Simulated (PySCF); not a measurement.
**Co(OH)2 by CASSCF and spin-orbit coupling**

Co(OH)2 holds Co(II), d7, at total charge 0. The structure is a model geometry with rigid ligands and bond lengths from ionic radii, not a minimum; coordination linear, point group C2h, metal–donor distances 1.83 Å.

```
5

Co    0.000    0.000    0.000
O     0.000    0.000    1.835
H     0.800    0.000    2.375
O     0.000    0.000   -1.835
H    -0.800    0.000   -2.375
```

Method (PySCF 2.14, density fitting): CASSCF(7,5) with orbitals averaged over all microstates of the shell, strongly contracted NEVPT2 on the averaged canonical orbitals; basis x2c-TZVPall on the metal, x2c-SVPall elsewhere; spin-free X2C; gas phase; spin-orbit coupling by state interaction with the mean-field operator over all roots.

Spin-free states:

```
2S+1  deg.  symmetry  free-ion term  CASSCF / cm⁻¹  NEVPT2 / cm⁻¹  f(ED)          occupations
   4     1       4Ag        4F 0.99              0              0      –  1.7 1.2 1.8 1.2 1.0
   4     1       4Bg        4F 0.99             -1              5      0  1.2 1.8 1.8 1.2 1.0
   4     1       4Bg        4F 0.93           1896           1315      0  1.3 1.8 1.2 1.2 1.5
   4     1       4Ag        4F 1.00           2115           1434      0  2.0 1.0 1.0 1.0 2.0
   4     1       4Bg        4F 0.93           2350           1953      0  1.3 1.7 1.2 1.3 1.4
   4     1       4Ag        4F 0.98           3057           3688      0  1.1 1.6 1.4 1.6 1.3
   4     1       4Bg        4F 0.97           3250           4054      0  1.6 1.2 1.1 1.8 1.2
   4     1       4Bg        4P 0.86          16722          14505      0  1.4 1.4 1.6 1.6 1.0
   2     1       2Bg        2G 0.75          17707          15409      –  1.4 1.7 1.8 1.1 0.9
   2     1       2Ag        2G 0.91          18537          15979      –  1.6 1.6 1.6 0.9 1.3
   2     1       2Ag        2G 0.84          18008          16075      –  1.7 1.4 1.7 1.2 1.0
   2     1       2Ag        2G 0.85          18289          16758      –  1.3 1.6 1.8 1.4 0.8
   2     1       2Bg        2G 0.85          18317          16916      –  1.7 1.3 1.8 1.6 0.7
   2     1       2Bg        2H 0.87          20318          17352      –  1.9 1.8 1.1 1.1 1.1
   2     1       2Ag        2H 0.80          21061          17890      –  1.7 1.8 1.2 1.1 1.2
   2     1       2Bg        2G 0.89          18994          17934      –  1.6 1.4 1.4 1.6 1.1
   2     1       2Ag        2G 0.95          19116          18049      –  1.4 1.6 1.3 1.5 1.2
   2     1       2Ag        2P 0.57          22894          18412      –  1.8 1.5 1.4 1.1 1.2
   2     1       2Bg        2H 0.49          21616          18478      –  1.6 1.7 1.4 1.3 1.0
   2     1       2Bg        2G 0.85          21298          19343      –  1.4 1.4 1.3 1.0 1.8
   4     1       4Ag        4P 0.97          21758          19377      0  1.1 1.1 1.9 1.1 1.7
   2     1       2Ag        2G 0.84          21347          19518      –  1.5 1.4 1.3 1.1 1.8
   2     1       2Bg        2H 0.69          23129          19587      –  1.7 1.7 1.1 1.1 1.3
   2     1       2Bg        2P 0.48          24001          20067      –  1.7 1.8 0.8 1.1 1.6
   2     1       2Ag        2H 0.65          23744          21106      –  1.7 1.7 0.8 1.4 1.3
   2     1       2Bg        2D 0.68          25457          22263      –  1.4 1.7 1.3 1.2 1.5
   4     1       4Bg        4P 0.96          23721          22355      0  1.1 1.1 1.1 1.9 1.8
   2     1       2Ag        2D 0.76          25625          22526      –  1.7 1.4 1.1 1.3 1.5
   2     1       2Bg        2P 0.86          27608          23636      –  1.4 1.4 1.1 1.4 1.7
   2     1       2Ag        2H 0.82          26198          24889      –  1.2 1.6 1.3 1.6 1.2
   2     1       2Bg        2H 0.83          26212          24890      –  1.6 1.2 1.3 1.6 1.2
   2     1       2Bg        2D 0.76          29139          26264      –  1.4 1.2 1.6 1.4 1.4
   2     1       2Ag        2D 0.74          29972          27466      –  1.3 1.3 1.3 1.7 1.4
   2     1       2Ag        2D 0.99          30463          27960      –  1.2 1.3 1.6 1.5 1.4
   2     1       2Bg        2H 0.88          29050          28794      –  1.1 1.1 1.8 1.8 1.2
   2     1       2Ag        2H 0.92          29054          28937      –  1.1 1.1 1.8 1.8 1.2
   2     1       2Bg        2H 0.99          31457          31138      –  1.0 1.0 1.5 1.5 2.0
   2     1       2Ag        2H 0.99          31457          31138      –  1.0 1.0 1.5 1.5 2.0
   2     1       2Ag        2F 0.88          42715          37636      –  1.3 1.3 1.7 1.2 1.5
   2     1       2Bg        2F 0.92          42676          37992      –  1.3 1.3 1.7 1.4 1.2
   2     1       2Ag        2F 0.86          43882          38819      –  1.3 1.5 1.2 1.3 1.7
   2     1       2Bg        2F 0.81          43782          39466      –  1.3 1.3 1.3 1.7 1.5
   2     1       2Bg        2F 0.87          44157          39502      –  1.5 1.3 1.1 1.5 1.7
   2     1       2Ag        2F 0.96          45892          41876      –  1.2 1.1 1.4 1.6 1.7
   2     1       2Bg        2F 0.96          45897          41885      –  1.2 1.1 1.4 1.6 1.7
```

Only the lowest 45 spin-free levels are listed. Energies are counted from the ground state at NEVPT2 level. Weights follow the labels. f(ED) is the electric-dipole oscillator strength from the ground state at the fixed geometry, without vibronic coupling; occupations, where given, run over the ligand-field orbitals from the lowest.

## Ligand-field fit

| cm⁻¹ | CASSCF |
| --- | --- |
| B | 1157 |
| B, free ion | 1251 |
| C | 4406 |
| C, free ion | 4616 |
| rms of the fit | 342 |

| orbital | CASSCF / cm⁻¹ | metal share | main function |
| --- | --- | --- | --- |
| 1 | 0 | 1.00 | x2-y2 1.00 |
| 2 | 14 | 1.00 | xy 1.00 |
| 3 | 4515 | 0.97 | xz 0.97 |
| 4 | 6755 | 0.96 | yz 1.00 |
| 5 | 8305 | 0.87 | z2 0.97 |

ζ = 506 cm⁻¹, against 526 for the free ion.

## Spin-orbit levels

```json
{"E / cm⁻¹": "0.0", "deg.": "2", "make-up": "0.50 4Ag + 0.50 4Bg", "g (S′ = 1/2)": "0.01 0.01 11.69"}
{"E / cm⁻¹": "396.4", "deg.": "2", "make-up": "0.47 4Ag + 0.46 4Bg + 0.04 4Bg", "g (S′ = 1/2)": "0.04 0.04 7.74"}
{"E / cm⁻¹": "827.5", "deg.": "2", "make-up": "0.43 4Bg + 0.43 4Ag + 0.08 4Bg", "g (S′ = 1/2)": "0.72 0.86 3.75"}
{"E / cm⁻¹": "1311.6", "deg.": "2", "make-up": "0.43 4Bg + 0.42 4Ag + 0.08 4Bg", "g (S′ = 1/2)": "0.23 0.30 0.75"}
{"E / cm⁻¹": "1761.3", "deg.": "2", "make-up": "0.46 4Ag + 0.38 4Bg + 0.08 4Bg", "g (S′ = 1/2)": "0.12 0.15 9.61"}
{"E / cm⁻¹": "2019.3", "deg.": "2", "make-up": "0.42 4Bg + 0.37 4Ag + 0.08 4Bg", "g (S′ = 1/2)": "0.17 0.33 5.46"}
{"E / cm⁻¹": "2132.5", "deg.": "2", "make-up": "0.47 4Bg + 0.19 4Ag + 0.17 4Bg", "g (S′ = 1/2)": "1.96 3.92 3.96"}
{"E / cm⁻¹": "2332.6", "deg.": "2", "make-up": "0.36 4Ag + 0.34 4Bg + 0.24 4Bg", "g (S′ = 1/2)": "2.11 2.42 3.85"}
{"E / cm⁻¹": "2565.0", "deg.": "2", "make-up": "0.63 4Bg + 0.17 4Ag + 0.09 4Ag", "g (S′ = 1/2)": "0.48 0.68 6.49"}
{"E / cm⁻¹": "2888.5", "deg.": "2", "make-up": "0.66 4Bg + 0.25 4Ag + 0.05 4Bg", "g (S′ = 1/2)": "1.89 2.15 2.56"}
```

Only the lowest levels are listed: 20 of 120 states.

Magnetism:

Degenerate or low-lying orbital states mix with the ground state, so no spin-only Hamiltonian applies. The lowest spin-orbit level is 2-fold, effective g = 0.01, 0.01, 11.69; the next lies at 396.4 cm⁻¹. μeff is 6.25 μB at 300 K and 5.87 μB at 10 K; the spin-only value is 3.88 μB.

```json
{"T / K": "2", "χT / cm³ K mol⁻¹": "4.280", "μeff / μB": "5.85", "χT along axes a, b, c": "0.01 0.01 12.82"}
{"T / K": "5", "χT / cm³ K mol⁻¹": "4.291", "μeff / μB": "5.86", "χT along axes a, b, c": "0.02 0.03 12.82"}
{"T / K": "10", "χT / cm³ K mol⁻¹": "4.309", "μeff / μB": "5.87", "χT along axes a, b, c": "0.04 0.07 12.82"}
{"T / K": "20", "χT / cm³ K mol⁻¹": "4.346", "μeff / μB": "5.89", "χT along axes a, b, c": "0.08 0.14 12.82"}
{"T / K": "30", "χT / cm³ K mol⁻¹": "4.383", "μeff / μB": "5.92", "χT along axes a, b, c": "0.12 0.20 12.82"}
{"T / K": "50", "χT / cm³ K mol⁻¹": "4.456", "μeff / μB": "5.97", "χT along axes a, b, c": "0.21 0.34 12.82"}
{"T / K": "75", "χT / cm³ K mol⁻¹": "4.546", "μeff / μB": "6.03", "χT along axes a, b, c": "0.31 0.51 12.82"}
{"T / K": "100", "χT / cm³ K mol⁻¹": "4.630", "μeff / μB": "6.08", "χT along axes a, b, c": "0.41 0.68 12.80"}
{"T / K": "150", "χT / cm³ K mol⁻¹": "4.759", "μeff / μB": "6.17", "χT along axes a, b, c": "0.61 1.00 12.67"}
{"T / K": "200", "χT / cm³ K mol⁻¹": "4.835", "μeff / μB": "6.22", "χT along axes a, b, c": "0.79 1.30 12.41"}
{"T / K": "250", "χT / cm³ K mol⁻¹": "4.871", "μeff / μB": "6.24", "χT along axes a, b, c": "0.96 1.57 12.08"}
{"T / K": "300", "χT / cm³ K mol⁻¹": "4.879", "μeff / μB": "6.25", "χT along axes a, b, c": "1.11 1.81 11.71"}
```

Axes in the frame of the coordinates: a = (-0.99, 0.00, 0.10); b = (0.00, -1.00, 0.00); c = (-0.10, 0.00, -0.99).

Powder magnetisation at 2 K: 1.62 μB at 0.5 T, 2.38 μB at 1 T, 2.78 μB at 2 T, 2.88 μB at 3 T, 2.93 μB at 5 T, 2.96 μB at 7 T.

4Bg (5 cm⁻¹) lies within 300 cm⁻¹ of 4Ag at NEVPT2 level, inside the method's error: their order is undecided, and g values and low-temperature moments can hang on it. Gaps between spin states lean to high spin in this active space.

The job took 2.4 s on one thread of AMD EPYC 9R45 96-Core Processor (shared host), with 86 basis functions, launched as `OMP_NUM_THREADS=1 python lf_run.py task.json out`.
